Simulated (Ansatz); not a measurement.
Cost and result for the atomization energy of C6H10AlFO2, SMILES `CC1=CC(C)=[O+][Al-]([CH3])([F])[O]1` (20 atoms, 20 bonds).

```xyz
20

C     2.296   -0.745   -1.649
C     1.189   -0.381   -0.720
C     0.995    0.945   -0.333
C    -0.045    1.350    0.505
C    -0.223    2.788    0.852
O    -0.898    0.551    1.012
Al   -0.865   -1.269    0.922
C    -2.540   -2.034    0.314
F    -0.197   -1.804    2.350
O     0.456   -1.348   -0.331
H     2.885    0.118   -1.954
H     1.874   -1.233   -2.532
H     2.943   -1.477   -1.160
H     1.668    1.697   -0.718
H    -1.223    3.106    0.548
H     0.524    3.425    0.383
H    -0.171    2.898    1.938
H    -3.341   -1.874    1.042
H    -2.457   -3.115    0.166
H    -2.871   -1.600   -0.634
```

Charge 0, multiplicity 1. The structure was optimised at the PBE0-D4/def2-TZVP level. Program: Ansatz. All runs use 4 threads of an AMD EPYC 7R13 on a shared host and a share of an NVIDIA H100 80 GB. Times are those of one run each, without the atoms' runs, and a repeat can differ threefold. Electronic energies, without spin–orbit coupling; frozen cores. CCSD(T)/CBS adds CCSD(T) − MP2 in def2-TZVPP to the MP2 limit, and its time is that of the two runs behind it. T1 = 0.015. B3LYP takes the VWN-RPA correlation (the form of Gaussian; ORCA's B3LYP/G). HSE06 is the plane-wave form, built on full-range PBE exchange.

CCSD(T)/CBS is a level of theory with its own doubt, some kJ/mol a heavy atom from the limit and from the frozen cores, so smaller differences don't rank the functionals.

```csv
level,functions,wall time,atomization (kJ/mol),difference from CCSD(T)/CBS,per bond
BHLYP-D4/def2-TZVPP,461,2 s,8463.3,-263.4,-13.2
LDA (SPW92)/def2-TZVPP,461,2.1 s,10034.3,1307.6,65.4
B3LYP-D4/def2-TZVPP (with forces),461,2.8 s,8731.4,4.7,0.2
HSE06-D4/def2-TZVPP,461,3.1 s,8789.8,63.1,3.2
PBE-QIDH/def2-TZVPP,461,3.5 s,8711.9,-14.8,-0.7
ωB97X-V/def2-TZVPP,461,3.6 s,8743.0,16.3,0.8
r2SCANh-D4/def2-TZVPP,461,3.9 s,8735.1,8.4,0.4
r2SCAN-D4/def2-TZVPP (with forces),461,4 s,8797.5,70.8,3.5
B97M-V/def2-TZVPP,461,4.3 s,8771.7,45.0,2.2
CCSD(T)/def2-SVP,194,6.5 s,8362.0,-364.7,-18.2
MP2/def2-QZVPP,883,9.5 s,8848.5,121.8,6.1
CCSD(T)/def2-TZVPP,461,58 s,8516.0,-210.7,-10.5
CCSD(T)/CBS(def2),–,68 s,8726.7,0.0,0.0
```

From BLYP to BHLYP (50 % exact exchange), in def2-TZVPP and without D4, the atomization energy moves by −225.1 kJ/mol: exact exchange takes away binding that semilocal exchange gives to molecules. The D4 term adds +79.1 kJ/mol with B3LYP and +42.7 kJ/mol with PBE0; it sums over pairs of atoms, weighted by their polarisabilities, and B3LYP, whose exchange is more repulsive, gets the larger term. In def2-TZVPP, CCSD(T) changes the Hartree–Fock value by +2047.4 kJ/mol (the triples alone add +139.8 kJ/mol) and MP2 by +2254.4 kJ/mol; breaking electron pairs costs correlation energy, which Hartree–Fock lacks.
